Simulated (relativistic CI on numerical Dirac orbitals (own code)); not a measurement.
# Hyperfine structure of Nb XVI, mass number 93

Computed by Dirac-Coulomb-Breit CI, orbitals from a KLI potential per configuration, model QED, unscaled Slater integrals (own radial code, finite nucleus).

CI space (outside the closed core [Ne]): 3s2.3p6.3d8, 3s2.3p5.3d9, 3s2.3p4.3d10, 3s.3p6.3d9, 3p6.3d10, 3s2.3p6.3d7.4s, 3s2.3p6.3d7.4p, 3s.3p5.3d10, 3s2.3p6.3d7.4d, 3s2.3p6.3d6.4s2, 3s2.3p6.3d7.4f, 3s2.3p6.3d6.4s.4p, 3s2.3p5.3d8.4s, 3s2.3p6.3d7.5s, 3s2.3p6.3d6.4p2, 3s2.3p4.3d9.4s. Levels of other configurations are missing.

Nuclear spin I = 9/2, μ = 6.163 μN, Q = -0.32 b (tables of Stone and Pyykkö). The electronic factors are computed for point nuclear moments, without core polarisation or the Bohr-Weisskopf and QED corrections.

```csv
Level,E (cm⁻¹),A (MHz),B (MHz)
3s2.3p6.3d8 3F_4,0,5049,1240
3s2.3p6.3d8 3F_3,20829,7012,872
3s2.3p6.3d8 3F_2,24932,7411,-110
3s2.3p6.3d8 3P_2,47813,6792,-444
3s2.3p6.3d8 3P_1,66928,-222.2,847
3s2.3p6.3d8 1G_4,80505,7563,4800
3s2.3p5.3d9 3F°_4,1218293,13060,14100
3s2.3p5.3d9 1D°_2,1240326,11100,-6490
```

Levels with J = 0, under 50 % of one LS term, or S terms without an open s electron are left out. Small factors come from cancelling terms and can be off by tens of per cent or more.

At this charge energies of transitions that change n are usually good to better than 1 %, and those within a shell (Δn = 0) to a few per cent. Terms inside the open d or f shell come out 10 to 20 % too wide with unscaled integrals.

Give the hyperfine levels of 3s2.3p6.3d8 3F_4 relative to its centre of gravity.

With K = F(F + 1) − I(I + 1) − J(J + 1), E = AK/2 + B[¾K(K + 1) − I(I + 1)J(J + 1)]/[2I(2I − 1)J(2J − 1)]: F = 1/2: -110500, F = 3/2: -103100, F = 5/2: -90610, F = 7/2: -73140, F = 9/2: -50620, F = 11/2: -22990, F = 13/2: 9803, F = 15/2: 47840, F = 17/2: 91200 MHz.

LS names give the leading component of a level, which can be under half, so a name can repeat, a term be missing and a line seem to break the LS rules.
